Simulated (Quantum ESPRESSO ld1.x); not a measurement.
Species: the calcium ion Ca3+. Configuration: [Ne] 3s2 3p5 (the NIST ground configuration).

All-electron calculation, scalar-relativistic Kohn-Sham, PBE, spin-unpolarised, spherical densities, point nucleus. Program: ld1.x of Quantum ESPRESSO 7.5.

Energy parts (hartree):
total: -677.776
kinetic: 682.455
electron-nucleus: -1588.717
Hartree: 263.527
exchange-correlation: -35.040

Orbitals (lengths in bohr, moments of r in powers of bohr; <r^-3> diverges for s and p1/2; r(max) is where P^2 peaks):
[
 {"orbital": "1s", "occ.": "2", "eigenvalue (hartree)": "-146.486", "r(max)": "0.05028", "<r^-3>": "-", "<r^4>": "0.0001626", "<1/r>": "19.74"},
 {"orbital": "2s", "occ.": "2", "eigenvalue (hartree)": "-16.5386", "r(max)": "0.2998", "<r^-3>": "-", "<r^4>": "0.04366", "<1/r>": "4.050"},
 {"orbital": "2p", "occ.": "6", "eigenvalue (hartree)": "-13.6167", "r(max)": "0.2465", "<r^-3>": "187.3", "<r^4>": "0.03660", "<1/r>": "3.953"},
 {"orbital": "3s", "occ.": "2", "eigenvalue (hartree)": "-2.91583", "r(max)": "0.9816", "<r^-3>": "-", "<r^4>": "3.325", "<1/r>": "1.244"},
 {"orbital": "3p", "occ.": "5", "eigenvalue (hartree)": "-2.19273", "r(max)": "1.025", "<r^-3>": "21.70", "<r^4>": "4.819", "<1/r>": "1.130"}
]

The highest occupied level is 3p at -59.667 eV. Summed over all electrons, <r^2> = 12.50 bohr^2, which gives a Langevin (diamagnetic) susceptibility term of -9.9 x 10^-6 cm^3/mol. The density falls to 0.001 e/bohr^3 at r = 2.81 bohr. For comparison, the ionisation energy in NIST's Atomic Spectra Database is 67.273 eV (semi-empirical). In exact Kohn-Sham theory the highest level is minus the ionisation energy, but local and semilocal functionals leave it too shallow, through self-interaction and a potential that decays too fast; potentials with the right tail come closer.

Beside tabulated values, note that spin-unpolarised runs miss the spin-polarisation part of the exchange energy of open shells.
